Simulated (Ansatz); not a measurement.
A short molecular-dynamics run on `[F][AlH][O][GaH][GeH3]`.

```yaml
crystal:
  periodic: [false, false, false]
  atoms:
    - {symbol: F, position_ang: [-1.999289, 1.927234, 2.365883]}
    - {symbol: Al, position_ang: [-0.385227, 1.748426, 2.075078]}
    - {symbol: O, position_ang: [0.160392, 0.386826, 1.288136]}
    - {symbol: Ga, position_ang: [0.388331, -1.111808, 0.360736]}
    - {symbol: Ge, position_ang: [0.165510, -0.895655, -2.057471]}
    - {symbol: H, position_ang: [0.574596, 2.887515, 2.561318]}
    - {symbol: H, position_ang: [0.732049, -2.372196, 1.227200]}
    - {symbol: H, position_ang: [-0.859760, -1.903290, -2.608140]}
    - {symbol: H, position_ang: [-0.285187, 0.518450, -2.459779]}
    - {symbol: H, position_ang: [1.508586, -1.185493, -2.752971]}
basis:
  gaussian: {orbitals: def2-SVP}
hamiltonian: {xc: {name: BLYP}, dispersion: d3bjatm}
md: {timestep: 1 fs, n_steps: 30, ensemble: nve, temperature: 300, initial_velocities: maxwell_boltzmann, seed: 284}
```

```sh
$ ansatz run in.yaml --threads 4 --pin off --events-out ev --progress --plain --max-ram 10444MiB
```

| step | time (fs) | potential energy (eV) | kinetic (eV) | T (K) | conserved (eV) |
| --- | --- | --- | --- | --- | --- |
| 0 | 0.0 | -120325.8596 | 0.3102 | 300 | -120325.5494 |
| 1 | 1.0 | -120325.8553 | 0.3060 | 296 | -120325.5493 |
| 2 | 2.0 | -120325.8347 | 0.2858 | 276 | -120325.5489 |
| 3 | 3.0 | -120325.8043 | 0.2560 | 248 | -120325.5483 |
| 4 | 4.0 | -120325.7730 | 0.2252 | 218 | -120325.5478 |
| 5 | 5.0 | -120325.7484 | 0.2009 | 194 | -120325.5475 |
| 6 | 6.0 | -120325.7356 | 0.1882 | 182 | -120325.5474 |
| 7 | 7.0 | -120325.7358 | 0.1882 | 182 | -120325.5476 |
| 8 | 8.0 | -120325.7460 | 0.1980 | 191 | -120325.5480 |
| 9 | 9.0 | -120325.7600 | 0.2115 | 205 | -120325.5485 |
| 10 | 10.0 | -120325.7696 | 0.2206 | 213 | -120325.5490 |
| 11 | 11.0 | -120325.7679 | 0.2188 | 212 | -120325.5491 |
| 12 | 12.0 | -120325.7536 | 0.2049 | 198 | -120325.5487 |
| 13 | 13.0 | -120325.7333 | 0.1853 | 179 | -120325.5480 |
| 14 | 14.0 | -120325.7185 | 0.1711 | 165 | -120325.5474 |
| 15 | 15.0 | -120325.7186 | 0.1712 | 166 | -120325.5474 |
| 16 | 16.0 | -120325.7333 | 0.1852 | 179 | -120325.5480 |
| 17 | 17.0 | -120325.7529 | 0.2041 | 197 | -120325.5488 |
| 18 | 18.0 | -120325.7655 | 0.2163 | 209 | -120325.5492 |
| 19 | 19.0 | -120325.7642 | 0.2151 | 208 | -120325.5491 |
| 20 | 20.0 | -120325.7497 | 0.2010 | 194 | -120325.5487 |
| 21 | 21.0 | -120325.7280 | 0.1799 | 174 | -120325.5482 |
| 22 | 22.0 | -120325.7071 | 0.1593 | 154 | -120325.5477 |
| 23 | 23.0 | -120325.6937 | 0.1462 | 141 | -120325.5475 |
| 24 | 24.0 | -120325.6917 | 0.1443 | 140 | -120325.5475 |
| 25 | 25.0 | -120325.7014 | 0.1537 | 149 | -120325.5477 |
| 26 | 26.0 | -120325.7190 | 0.1709 | 165 | -120325.5481 |
| 27 | 27.0 | -120325.7382 | 0.1896 | 183 | -120325.5486 |
| 28 | 28.0 | -120325.7521 | 0.2032 | 197 | -120325.5489 |
| 29 | 29.0 | -120325.7563 | 0.2074 | 201 | -120325.5489 |
| 30 | 30.0 | -120325.7510 | 0.2025 | 196 | -120325.5485 |

Velocities are drawn at the set temperature; a run this short doesn't reach equilibrium.

Frames (Å, forces in eV/Å):

```xyz
10
time=0.0 fs
F    -1.999    1.927    2.366   -0.905    0.102    0.164
Al   -0.385    1.748    2.075    0.460    0.766    0.351
O     0.160    0.387    1.288    0.259   -0.315   -0.119
Ga    0.388   -1.112    0.361    0.082   -0.485   -0.320
Ge    0.166   -0.896   -2.057    0.004   -0.001    0.074
H     0.575    2.888    2.561    0.076    0.080    0.033
H     0.732   -2.372    1.227    0.051   -0.169    0.155
H    -0.860   -1.903   -2.608   -0.185   -0.183   -0.113
H    -0.285    0.518   -2.460   -0.082    0.258   -0.084
H     1.509   -1.185   -2.753    0.241   -0.053   -0.142
10
time=1.0 fs
F    -1.996    1.927    2.367   -1.102    0.107    0.204
Al   -0.387    1.749    2.079    0.648    0.849    0.335
O     0.160    0.393    1.287    0.313   -0.488   -0.173
Ga    0.388   -1.112    0.361    0.130   -0.661   -0.102
Ge    0.166   -0.896   -2.058   -0.225   -0.121    0.001
H     0.561    2.907    2.558    0.060    0.018    0.018
H     0.727   -2.417    1.217   -0.031    0.169   -0.020
H    -0.865   -1.926   -2.600   -0.008   -0.024   -0.034
H    -0.292    0.509   -2.487   -0.100    0.249   -0.053
H     1.506   -1.173   -2.754    0.315   -0.099   -0.176
10
time=2.0 fs
F    -1.993    1.927    2.368   -1.278    0.109    0.240
Al   -0.389    1.750    2.083    0.825    0.922    0.315
O     0.160    0.399    1.285    0.357   -0.632   -0.214
Ga    0.387   -1.113    0.361    0.165   -0.806    0.077
Ge    0.167   -0.897   -2.059   -0.411   -0.205   -0.104
H     0.548    2.927    2.555    0.042   -0.048    0.002
H     0.721   -2.461    1.207   -0.096    0.464   -0.159
H    -0.871   -1.950   -2.592    0.160    0.132    0.037
H    -0.299    0.501   -2.515   -0.101    0.196   -0.009
H     1.507   -1.161   -2.757    0.337   -0.132   -0.184
10
time=3.0 fs
F    -1.991    1.927    2.369   -1.427    0.109    0.271
Al   -0.390    1.752    2.087    0.979    0.975    0.285
O     0.161    0.404    1.283    0.390   -0.744   -0.240
Ga    0.387   -1.114    0.361    0.184   -0.901    0.205
Ge    0.168   -0.897   -2.060   -0.526   -0.246   -0.231
H     0.536    2.946    2.553    0.027   -0.111   -0.012
H     0.714   -2.500    1.196   -0.140    0.697   -0.252
H    -0.876   -1.971   -2.584    0.299    0.264    0.090
H    -0.307    0.496   -2.542   -0.087    0.108    0.046
H     1.511   -1.150   -2.762    0.302   -0.151   -0.161
10
time=4.0 fs
F    -1.989    1.927    2.370   -1.543    0.106    0.297
Al   -0.391    1.754    2.092    1.101    1.001    0.245
O     0.161    0.409    1.282    0.412   -0.822   -0.249
Ga    0.386   -1.115    0.361    0.187   -0.941    0.282
Ge    0.169   -0.898   -2.061   -0.562   -0.245   -0.367
H     0.523    2.964    2.550    0.019   -0.164   -0.021
H     0.706   -2.533    1.182   -0.165    0.859   -0.299
H    -0.877   -1.991   -2.575    0.397    0.357    0.119
H    -0.317    0.492   -2.570   -0.062    0.005    0.108
H     1.517   -1.141   -2.769    0.217   -0.156   -0.113
10
time=5.0 fs
F    -1.988    1.927    2.372   -1.619    0.099    0.315
Al   -0.392    1.756    2.096    1.184    0.994    0.192
O     0.162    0.413    1.280    0.421   -0.864   -0.240
Ga    0.386   -1.116    0.361    0.176   -0.926    0.312
Ge    0.169   -0.898   -2.062   -0.524   -0.208   -0.496
H     0.511    2.981    2.547    0.021   -0.201   -0.024
H     0.697   -2.557    1.165   -0.173    0.951   -0.306
H    -0.875   -2.007   -2.565    0.447    0.405    0.124
H    -0.326    0.487   -2.596   -0.031   -0.098    0.170
H     1.526   -1.133   -2.776    0.099   -0.152   -0.046
10
time=6.0 fs
F    -1.989    1.928    2.373   -1.652    0.088    0.326
Al   -0.392    1.759    2.101    1.221    0.952    0.127
O     0.163    0.417    1.278    0.418   -0.873   -0.213
Ga    0.385   -1.117    0.361    0.154   -0.856    0.297
Ge    0.170   -0.899   -2.064   -0.425   -0.143   -0.601
H     0.500    2.995    2.543    0.035   -0.221   -0.020
H     0.686   -2.572    1.145   -0.165    0.974   -0.275
H    -0.868   -2.019   -2.554    0.448    0.404    0.106
H    -0.336    0.482   -2.621   -0.001   -0.184    0.226
H     1.536   -1.127   -2.784   -0.031   -0.142    0.028
10
time=7.0 fs
F    -1.990    1.928    2.375   -1.641    0.074    0.329
Al   -0.392    1.761    2.105    1.210    0.875    0.050
O     0.164    0.420    1.275    0.404   -0.850   -0.168
Ga    0.385   -1.118    0.361    0.120   -0.729    0.241
Ge    0.170   -0.899   -2.065   -0.283   -0.057   -0.669
H     0.488    3.008    2.540    0.061   -0.220   -0.010
H     0.673   -2.578    1.123   -0.144    0.927   -0.209
H    -0.857   -2.027   -2.541    0.403    0.353    0.068
H    -0.347    0.475   -2.643    0.023   -0.242    0.270
H     1.545   -1.122   -2.792   -0.154   -0.130    0.098
10
time=8.0 fs
F    -1.991    1.928    2.377   -1.584    0.057    0.325
Al   -0.391    1.765    2.110    1.152    0.767   -0.036
O     0.165    0.423    1.273    0.380   -0.800   -0.109
Ga    0.384   -1.120    0.361    0.076   -0.541    0.144
Ge    0.171   -0.900   -2.066   -0.113    0.044   -0.689
H     0.477    3.018    2.536    0.096   -0.201    0.007
H     0.659   -2.575    1.099   -0.109    0.805   -0.108
H    -0.842   -2.032   -2.528    0.315    0.255    0.012
H    -0.356    0.466   -2.663    0.038   -0.267    0.299
H     1.553   -1.118   -2.798   -0.251   -0.118    0.155
10
time=9.0 fs
F    -1.994    1.929    2.379   -1.485    0.037    0.314
Al   -0.390    1.768    2.114    1.052    0.632   -0.128
O     0.167    0.425    1.271    0.349   -0.726   -0.036
Ga    0.384   -1.121    0.362    0.020   -0.286    0.006
Ge    0.171   -0.901   -2.067    0.070    0.152   -0.659
H     0.467    3.027    2.532    0.139   -0.166    0.028
H     0.644   -2.564    1.073   -0.061    0.605    0.027
H    -0.824   -2.035   -2.515    0.190    0.115   -0.056
H    -0.366    0.454   -2.680    0.042   -0.254    0.310
H     1.559   -1.115   -2.803   -0.314   -0.107    0.194
10
time=10.0 fs
F    -1.997    1.929    2.382   -1.348    0.017    0.297
Al   -0.389    1.772    2.119    0.914    0.478   -0.222
O     0.169    0.427    1.268    0.311   -0.634    0.046
Ga    0.383   -1.123    0.362   -0.044    0.038   -0.167
Ge    0.172   -0.901   -2.069    0.249    0.256   -0.582
H     0.458    3.034    2.529    0.184   -0.121    0.051
H     0.628   -2.547    1.048   -0.004    0.325    0.194
H    -0.805   -2.036   -2.502    0.043   -0.053   -0.130
H    -0.375    0.439   -2.694    0.032   -0.206    0.302
H     1.561   -1.114   -2.807   -0.336   -0.099    0.210
10
time=11.0 fs
F    -2.001    1.929    2.384   -1.177   -0.005    0.275
Al   -0.387    1.776    2.123    0.749    0.317   -0.314
O     0.171    0.429    1.266    0.269   -0.527    0.133
Ga    0.383   -1.124    0.362   -0.115    0.417   -0.365
Ge    0.172   -0.902   -2.070    0.401    0.338   -0.466
H     0.451    3.039    2.526    0.227   -0.072    0.074
H     0.612   -2.528    1.025    0.060   -0.020    0.384
H    -0.785   -2.038   -2.491   -0.106   -0.227   -0.200
H    -0.384    0.423   -2.706    0.009   -0.126    0.275
H     1.560   -1.113   -2.808   -0.315   -0.094    0.204
10
time=12.0 fs
F    -2.006    1.930    2.387   -0.980   -0.025    0.249
Al   -0.385    1.780    2.128    0.566    0.157   -0.400
O     0.173    0.430    1.263    0.224   -0.412    0.222
Ga    0.383   -1.125    0.362   -0.185    0.813   -0.568
Ge    0.173   -0.902   -2.072    0.503    0.375   -0.327
H     0.447    3.045    2.524    0.262   -0.028    0.094
H     0.597   -2.508    1.005    0.122   -0.390    0.576
H    -0.766   -2.042   -2.482   -0.233   -0.376   -0.255
H    -0.393    0.405   -2.714   -0.026   -0.023    0.232
H     1.557   -1.113   -2.808   -0.252   -0.091    0.175
10
time=13.0 fs
F    -2.011    1.930    2.389   -0.764   -0.044    0.220
Al   -0.383    1.784    2.132    0.377    0.011   -0.476
O     0.176    0.431    1.261    0.178   -0.292    0.310
Ga    0.382   -1.127    0.362   -0.244    1.163   -0.743
Ge    0.174   -0.903   -2.074    0.530    0.345   -0.185
H     0.444    3.049    2.523    0.285    0.004    0.110
H     0.583   -2.493    0.991    0.173   -0.720    0.741
H    -0.749   -2.050   -2.475   -0.313   -0.468   -0.284
H    -0.402    0.388   -2.721   -0.068    0.092    0.180
H     1.551   -1.115   -2.805   -0.154   -0.090    0.127
10
time=14.0 fs
F    -2.016    1.930    2.392   -0.535   -0.061    0.189
Al   -0.380    1.788    2.136    0.191   -0.115   -0.539
O     0.178    0.432    1.259    0.132   -0.171    0.394
Ga    0.382   -1.128    0.362   -0.281    1.386   -0.855
Ge    0.174   -0.903   -2.075    0.472    0.239   -0.057
H     0.445    3.054    2.523    0.291    0.017    0.118
H     0.570   -2.484    0.984    0.201   -0.928    0.842
H    -0.735   -2.062   -2.470   -0.329   -0.480   -0.281
H    -0.411    0.371   -2.725   -0.111    0.203    0.125
H     1.543   -1.117   -2.802   -0.029   -0.090    0.063
10
time=15.0 fs
F    -2.022    1.931    2.395   -0.302   -0.074    0.157
Al   -0.378    1.792    2.140    0.015   -0.215   -0.587
O     0.181    0.433    1.257    0.088   -0.055    0.472
Ga    0.381   -1.129    0.362   -0.291    1.423   -0.876
Ge    0.175   -0.903   -2.077    0.334    0.066    0.040
H     0.448    3.059    2.524    0.280    0.009    0.119
H     0.560   -2.484    0.985    0.201   -0.953    0.852
H    -0.724   -2.078   -2.469   -0.282   -0.405   -0.248
H    -0.422    0.356   -2.729   -0.147    0.291    0.078
H     1.535   -1.120   -2.798    0.105   -0.088   -0.007
10
time=16.0 fs
F    -2.028    1.931    2.398   -0.069   -0.084    0.125
Al   -0.375    1.796    2.143   -0.145   -0.288   -0.621
O     0.184    0.433    1.256    0.046    0.054    0.540
Ga    0.381   -1.130    0.362   -0.277    1.270   -0.801
Ge    0.176   -0.904   -2.079    0.143   -0.146    0.094
H     0.454    3.064    2.526    0.251   -0.019    0.113
H     0.551   -2.493    0.994    0.177   -0.788    0.767
H    -0.716   -2.099   -2.470   -0.188   -0.259   -0.192
H    -0.434    0.344   -2.731   -0.167    0.342    0.047
H     1.528   -1.123   -2.794    0.229   -0.082   -0.073
10
time=17.0 fs
F    -2.034    1.931    2.401    0.156   -0.091    0.094
Al   -0.373    1.799    2.147   -0.288   -0.338   -0.641
O     0.186    0.434    1.255    0.007    0.153    0.597
Ga    0.380   -1.130    0.361   -0.247    0.977   -0.648
Ge    0.177   -0.904   -2.080   -0.063   -0.360    0.099
H     0.462    3.069    2.529    0.208   -0.064    0.100
H     0.545   -2.510    1.011    0.137   -0.482    0.609
H    -0.710   -2.122   -2.472   -0.070   -0.073   -0.124
H    -0.448    0.335   -2.734   -0.163    0.347    0.037
H     1.523   -1.128   -2.790    0.323   -0.069   -0.124
10
time=18.0 fs
F    -2.040    1.931    2.404    0.371   -0.095    0.064
Al   -0.371    1.803    2.150   -0.414   -0.370   -0.650
O     0.189    0.435    1.254   -0.028    0.239    0.643
Ga    0.379   -1.131    0.361   -0.211    0.626   -0.451
Ge    0.177   -0.905   -2.082   -0.247   -0.547    0.057
H     0.473    3.073    2.533    0.155   -0.117    0.085
H     0.539   -2.531    1.033    0.093   -0.115    0.412
H    -0.705   -2.146   -2.476    0.047    0.122   -0.056
H    -0.463    0.329   -2.736   -0.134    0.305    0.049
H     1.522   -1.133   -2.788    0.368   -0.047   -0.152
10
time=19.0 fs
F    -2.046    1.931    2.407    0.571   -0.095    0.036
Al   -0.369    1.807    2.153   -0.523   -0.393   -0.651
O     0.192    0.436    1.254   -0.060    0.309    0.674
Ga    0.379   -1.131    0.360   -0.179    0.290   -0.244
Ge    0.178   -0.905   -2.084   -0.379   -0.686   -0.024
H     0.485    3.077    2.538    0.098   -0.172    0.068
H     0.534   -2.554    1.060    0.053    0.239    0.210
H    -0.699   -2.168   -2.480    0.145    0.296    0.003
H    -0.479    0.327   -2.737   -0.082    0.226    0.079
H     1.524   -1.139   -2.787    0.356   -0.014   -0.151
10
time=20.0 fs
F    -2.051    1.931    2.410    0.753   -0.093    0.009
Al   -0.367    1.810    2.155   -0.620   -0.413   -0.647
O     0.194    0.437    1.254   -0.088    0.363    0.693
Ga    0.378   -1.131    0.360   -0.153    0.015   -0.048
Ge    0.179   -0.906   -2.085   -0.445   -0.775   -0.130
H     0.497    3.078    2.543    0.042   -0.220    0.051
H     0.530   -2.574    1.088    0.022    0.537    0.027
H    -0.691   -2.188   -2.485    0.213    0.432    0.048
H    -0.497    0.326   -2.738   -0.014    0.126    0.119
H     1.529   -1.144   -2.788    0.290    0.030   -0.123
10
time=21.0 fs
F    -2.056    1.931    2.414    0.916   -0.089   -0.015
Al   -0.365    1.813    2.158   -0.706   -0.438   -0.640
O     0.197    0.438    1.254   -0.112    0.400    0.698
Ga    0.377   -1.132    0.359   -0.136   -0.177    0.122
Ge    0.180   -0.906   -2.087   -0.444   -0.817   -0.240
H     0.510    3.078    2.550   -0.008   -0.255    0.038
H     0.526   -2.589    1.117    0.000    0.756   -0.124
H    -0.682   -2.204   -2.489    0.247    0.519    0.076
H    -0.514    0.327   -2.737    0.061    0.020    0.160
H     1.537   -1.150   -2.790    0.184    0.080   -0.075
10
time=22.0 fs
F    -2.061    1.931    2.417    1.057   -0.082   -0.036
Al   -0.363    1.817    2.160   -0.784   -0.472   -0.633
O     0.199    0.439    1.255   -0.134    0.420    0.691
Ga    0.376   -1.132    0.358   -0.126   -0.285    0.260
Ge    0.180   -0.907   -2.089   -0.386   -0.816   -0.336
H     0.524    3.075    2.556   -0.049   -0.272    0.030
H     0.522   -2.596    1.144   -0.013    0.897   -0.240
H    -0.670   -2.214   -2.492    0.245    0.551    0.086
H    -0.531    0.328   -2.735    0.132   -0.074    0.194
H     1.547   -1.155   -2.793    0.057    0.133   -0.016
10
time=23.0 fs
F    -2.065    1.931    2.420    1.176   -0.073   -0.055
Al   -0.362    1.820    2.162   -0.854   -0.517   -0.627
O     0.202    0.441    1.256   -0.151    0.425    0.672
Ga    0.376   -1.132    0.358   -0.123   -0.315    0.366
Ge    0.181   -0.908   -2.091   -0.284   -0.779   -0.400
H     0.536    3.069    2.563   -0.077   -0.269    0.027
H     0.518   -2.596    1.169   -0.018    0.962   -0.320
H    -0.656   -2.220   -2.494    0.208    0.527    0.078
H    -0.547    0.328   -2.731    0.192   -0.144    0.216
H     1.558   -1.158   -2.795   -0.069    0.184    0.042
10
time=24.0 fs
F    -2.068    1.931    2.423    1.272   -0.063   -0.072
Al   -0.361    1.822    2.164   -0.918   -0.573   -0.622
O     0.204    0.443    1.258   -0.166    0.415    0.642
Ga    0.375   -1.133    0.357   -0.127   -0.271    0.436
Ge    0.181   -0.909   -2.092   -0.150   -0.710   -0.419
H     0.548    3.061    2.570   -0.092   -0.246    0.030
H     0.514   -2.586    1.191   -0.016    0.957   -0.361
H    -0.640   -2.220   -2.496    0.139    0.447    0.053
H    -0.561    0.327   -2.725    0.234   -0.184    0.222
H     1.567   -1.160   -2.798   -0.177    0.228    0.092
10
time=25.0 fs
F    -2.071    1.931    2.426    1.346   -0.051   -0.086
Al   -0.361    1.825    2.165   -0.974   -0.639   -0.619
O     0.206    0.446    1.260   -0.179    0.391    0.601
Ga    0.374   -1.133    0.357   -0.136   -0.159    0.469
Ge    0.182   -0.910   -2.094    0.002   -0.611   -0.388
H     0.559    3.050    2.577   -0.094   -0.204    0.039
H     0.510   -2.566    1.210   -0.008    0.885   -0.364
H    -0.623   -2.216   -2.497    0.042    0.314    0.011
H    -0.572    0.324   -2.717    0.255   -0.189    0.211
H     1.575   -1.159   -2.799   -0.254    0.264    0.127
10
time=26.0 fs
F    -2.073    1.931    2.429    1.396   -0.038   -0.097
Al   -0.360    1.827    2.167   -1.021   -0.711   -0.617
O     0.208    0.448    1.262   -0.188    0.356    0.551
Ga    0.373   -1.134    0.357   -0.151    0.023    0.458
Ge    0.182   -0.911   -2.096    0.161   -0.494   -0.307
H     0.569    3.038    2.585   -0.085   -0.148    0.052
H     0.505   -2.539    1.225    0.006    0.744   -0.324
H    -0.605   -2.209   -2.498   -0.076    0.139   -0.045
H    -0.581    0.319   -2.707    0.252   -0.160    0.184
H     1.581   -1.156   -2.800   -0.294    0.289    0.144
10
time=27.0 fs
F    -2.074    1.931    2.432    1.424   -0.024   -0.106
Al   -0.361    1.829    2.168   -1.056   -0.782   -0.614
O     0.210    0.451    1.265   -0.196    0.312    0.491
Ga    0.372   -1.134    0.356   -0.173    0.271    0.400
Ge    0.183   -0.913   -2.098    0.310   -0.372   -0.181
H     0.578    3.024    2.593   -0.068   -0.083    0.069
H     0.501   -2.504    1.237    0.027    0.533   -0.235
H    -0.588   -2.201   -2.499   -0.201   -0.058   -0.107
H    -0.588    0.313   -2.695    0.226   -0.097    0.142
H     1.584   -1.150   -2.798   -0.293    0.302    0.140
10
time=28.0 fs
F    -2.075    1.930    2.435    1.429   -0.010   -0.112
Al   -0.361    1.831    2.169   -1.075   -0.847   -0.607
O     0.212    0.454    1.268   -0.201    0.258    0.423
Ga    0.372   -1.135    0.356   -0.200    0.583    0.292
Ge    0.183   -0.914   -2.100    0.429   -0.269   -0.025
H     0.587    3.009    2.602   -0.049   -0.017    0.087
H     0.497   -2.464    1.247    0.054    0.256   -0.096
H    -0.573   -2.193   -2.501   -0.317   -0.249   -0.168
H    -0.592    0.306   -2.682    0.180   -0.009    0.090
H     1.584   -1.142   -2.796   -0.251    0.303    0.117
10
time=29.0 fs
F    -2.075    1.930    2.438    1.412    0.004   -0.115
Al   -0.362    1.833    2.169   -1.072   -0.896   -0.595
O     0.214    0.457    1.271   -0.203    0.198    0.346
Ga    0.371   -1.135    0.356   -0.231    0.939    0.140
Ge    0.184   -0.915   -2.102    0.497   -0.211    0.141
H     0.595    2.994    2.611   -0.031    0.045    0.103
H     0.493   -2.422    1.255    0.085   -0.071    0.089
H    -0.560   -2.188   -2.505   -0.402   -0.396   -0.216
H    -0.595    0.298   -2.668    0.118    0.095    0.033
H     1.582   -1.130   -2.792   -0.172    0.293    0.076
10
time=30.0 fs
F    -2.074    1.930    2.441    1.373    0.019   -0.117
Al   -0.363    1.834    2.170   -1.043   -0.923   -0.573
O     0.216    0.460    1.275   -0.204    0.131    0.261
Ga    0.370   -1.135    0.356   -0.264    1.304   -0.036
Ge    0.185   -0.917   -2.104    0.494   -0.218    0.295
H     0.603    2.980    2.622   -0.021    0.094    0.114
H     0.490   -2.380    1.265    0.118   -0.412    0.298
H    -0.552   -2.186   -2.511   -0.438   -0.467   -0.240
H    -0.597    0.292   -2.654    0.049    0.199   -0.022
H     1.578   -1.116   -2.788   -0.065    0.274    0.021
```

Hardware: 4 threads of an Arm Neoverse V2 on a shared host. Wall time 50 s, peak host memory 0.5 GiB.
